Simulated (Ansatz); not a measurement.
Correlation energies of C$_{3}$H$_{4}$In, SMILES `C#[C][In][CH3]` radical by basis set

```xyz
8

C     0.598    1.820    2.174
C     0.472    0.804    1.524
In    0.325   -1.089    0.553
C    -0.432   -1.082   -1.500
H     0.704    2.722    2.733
H    -1.435   -0.651   -1.477
H     0.226   -0.440   -2.088
H    -0.459   -2.085   -1.919
```

The species carries charge 0 and has multiplicity 2. Correlated methods include outer-core shells of In, which these sets cover unevenly. In takes the def2 core potential. Geometry: relaxed with PBE0-D4/def2-TZVP. Frozen core, unrestricted reference, Ansatz.

| basis | HF (Eh) | MP2 corr. | CCSD corr. | (T) | CCSD(T) total |
| --- | --- | --- | --- | --- | --- |
| def2-SVP | -304.95948 | ? | -0.49731 | -0.02035 | ? |
| def2-TZVPP | -305.10081 | -0.74379 | ? | ? | ? |
| def2-QZVPP | ? | -0.95953 | – | – | – |

Problem. Fill in the withheld values. (An estimate is asked.)

Solution. Computed: def2-SVP MP2 corr.: -0.46202; def2-SVP CCSD(T) total: -305.47714; def2-TZVPP CCSD corr.: -0.76053; def2-TZVPP (T): -0.03330; def2-TZVPP CCSD(T) total: -305.89464; def2-QZVPP HF (Eh): -305.10698.
